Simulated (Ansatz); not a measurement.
`OC(O)[SiH3]` and `BCC(O)[SiH3]` differ in one atom or group.

Ansatz, PBE0-D4/def2-TZVP geometries, multiplicity 1. Each molecule was computed in one conformer, which needn't be the lowest.

```tsv
property	`OC(O)[SiH3]`
LUMO energy (ωB97M-V/def2-TZVPP) / eV	2.04
HOMO–LUMO gap (ωB97M-V/def2-TZVPP) / eV	12.22
HOMO energy (PBE0/def2-TZVPP) / eV	-7.85
HOMO energy (B3LYP/def2-TZVPP) / eV	-7.65
LUMO energy (PBE/def2-TZVPP) / eV	-0.37
size of the dipole moment (B3LYP/def2-TZVPP) / D	0.48
```

Give the same properties after the change, and the shifts. (Best estimate.)

Ansatz gave: 
```json
{"property": "LUMO energy (ωB97M-V/def2-TZVPP) / eV", "`BCC(O)[SiH3]`": "0.70", "shift": "-1.34"}
{"property": "HOMO–LUMO gap (ωB97M-V/def2-TZVPP) / eV", "`BCC(O)[SiH3]`": "10.38", "shift": "-1.84"}
{"property": "HOMO energy (PBE0/def2-TZVPP) / eV", "`BCC(O)[SiH3]`": "-7.37", "shift": "0.48"}
{"property": "HOMO energy (B3LYP/def2-TZVPP) / eV", "`BCC(O)[SiH3]`": "-7.17", "shift": "0.48"}
{"property": "LUMO energy (PBE/def2-TZVPP) / eV", "`BCC(O)[SiH3]`": "-2.31", "shift": "-1.94"}
{"property": "size of the dipole moment (B3LYP/def2-TZVPP) / D", "`BCC(O)[SiH3]`": "1.31", "shift": "0.83"}
```

With PBE0 the HOMO rises by 0.48 eV and the LUMO falls by 1.72 eV, so the gap narrows by about 2.20 eV. PBE moves the HOMO by 0.40 eV and ωB97M-V by 0.50 eV. Dipoles are sizes alone; their direction can turn.

B3LYP here is the variant with VWN-RPA as its local correlation; programs differ in this.
